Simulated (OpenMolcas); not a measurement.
What dynamic correlation does to the levels of neutral rhodium

```
Program             : OpenMolcas 26.06
Basis               : ANO-R3 [8s6p5d3f2g1h]
Scalar Hamiltonian  : X2C, finite nucleus
Active space        : 9 electrons in 6 orbitals (4d 5s)
State averaging     : 2S+1 = 4 even, 20 roots; 2S+1 = 2 even, 52 roots kept (CI in the orbitals of an earlier block)
Spin-orbit coupling : RASSI with atomic mean-field integrals over the reference wave functions, term energies averaged over their components
```

Methods on the same reference wave functions:
A. CASSCF
B. SS-CASPT2, IPEA 0.25 Eh, imaginary shift 0.1 Eh (closed shells correlated: 4s 4p)
C. MS-CASPT2, IPEA 0.25 Eh, imaginary shift 0.1 Eh (closed shells correlated: 4s 4p)

Energies in cm⁻¹ above 4d⁸ 5s ⁴F_9/2, the measured ground level; measured values from NIST Handbook of Basic Atomic Spectroscopic Data.

| Level | A | B | C | Measured |
| --- | --- | --- | --- | --- |
| 4d⁸ 5s ⁴F_9/2 | 0.0 | 0.0 | 0.0 | 0.0 |
| 4d⁸ 5s ⁴F_7/2 | 1612 | 1508 | 1510 | 1530 |
| 4d⁸ 5s ⁴F_5/2 | 2978 | 2900 | 2900 | 2598 |
| 4d⁸ 5s ⁴F_3/2 | 3843 | 3630 | 3640 | 3473 |
| 4d⁸ 5s ²F_7/2 | 7454 | 5390 | 5390 | 5691 |
| 4d⁸ 5s ²F_5/2 [61 %] | 9583 | 6920 | 6930 | 7791 |
| 4d⁷ 5s² ⁴F_9/2 | 11458 | 11350 | 11420 |  |
| 4d⁸ 5s ²D_3/2 [62 %] | 13317 | 9310 | 9210 |  |
| 4d⁷ 5s² ⁴F_7/2 | 13397 | 13340 | 13370 |  |
| 4d⁷ 5s² ⁴F_5/2 | 14655 | 14600 | 14620 |  |
| 4d⁸ 5s ⁴P_3/2 [69 %] | 15226 | 11420 | 11410 |  |
| 4d⁸ 5s ⁴P_1/2 | 15559 | 11680 | 11680 |  |
| 4d⁷ 5s² ⁴F_3/2 [73 %] | 15711 | 15330 | 15370 |  |
| 4d⁸ 5s ²P_3/2 | 18208 | 13580 | 13340 |  |
| 4d⁸ 5s ²P_1/2 | 18917 | 14210 | 13830 |  |
| 4d⁸ 5s ²G_9/2 | 20040 | 16440 | 16060 |  |
| 4d⁸ 5s ²G_7/2 | 20261 | 16630 | 16110 |  |
| 4d⁷ 5s² ⁴P_5/2 | 25561 | 22210 | 22230 |  |
| 4d⁷ 5s² ⁴P_3/2 | 26249 | 22920 | 22810 |  |
| 4d⁷ 5s² ²G_9/2 | 26966 | 24890 | 25140 |  |
| 4d⁷ 5s² ⁴P_1/2 | 27071 | 23840 | 23810 |  |

Deviations, from unrounded energies. A percentage is the sum of absolute deviations over the sum of measured energies, with the sign that they share, or ± where signs differ.

| Against measurement | Levels | A | B | C |
| --- | --- | --- | --- | --- |
| mean absolute deviation (cm-1) | 5 | 880 | 330 | 330 |
| fine structure of the ground term (%) | 3 | +11.0 | ±6.3 | ±6.5 |
| other terms of the ground configuration (%) | 2 | +26.4 | -8.7 | -8.7 |

B, C lie about equally close to measurement and A furthest from it. The largest miss of B in the table is 4d⁸ 5s ²F_5/2 [61 %], by -870 cm-1. The ranking rests on the paired levels alone, and a cruder setting can come out closer through cancelling errors.

Between B and C the level of the table that moves most is 4d⁸ 5s ²G_7/2, by 510 cm-1 (lowest in C, highest in B). Moves below CASPT2's spread within the term are not significant.

The two smallest mean deviations differ by little beside CASPT2's spread within terms, so their order carries little weight.

From A to B the spin-free energies of the other terms of 4d⁸ 5s shown, above ⁴F, scale by factors of 0.65 to 0.80.

The lowest spin-free term lies below A's lowest term by 0.661 hartree in B, 0.661 hartree in C.

CASPT2 does not keep the components of a term degenerate, so their means are used; among the terms shown or strongly mixed into the levels shown the widest spread is 1500 cm-1 (4d⁸ 5s ²G, C). Terms from blocks run as CI alone lack orbitals of their own. A single d shell beside an s shell can misplace configurations of different d count against each other. No level of 4d⁹ was computed, though it lies in the active space. The CASPT2 spread within a term exceeds the gap to the next term for 4d⁷ 5s² ⁴F and 4d⁸ 5s ²P, so the order of their levels is uncertain, and so are names and mixing where such terms share a J (figures for B; the like holds for C). Without dynamic correlation excited terms often stand tens of per cent too high (terms of higher spin than the ground term too low), and those without a measured partner can miss by more than the paired ones (holds for A). Computed and measured levels are paired by configuration, term and J; levels that our copy of the source lacks, or whose pairing is in doubt (as where it misses far off the trend of its configuration), stay unpaired and out of the deviations. Only configurations of the active space appear. Levels that lie high or do not pair safely by name in every column are left out.

A share in square brackets marks a mixed level and gives the weight of the term that names it, the lowest over the columns.
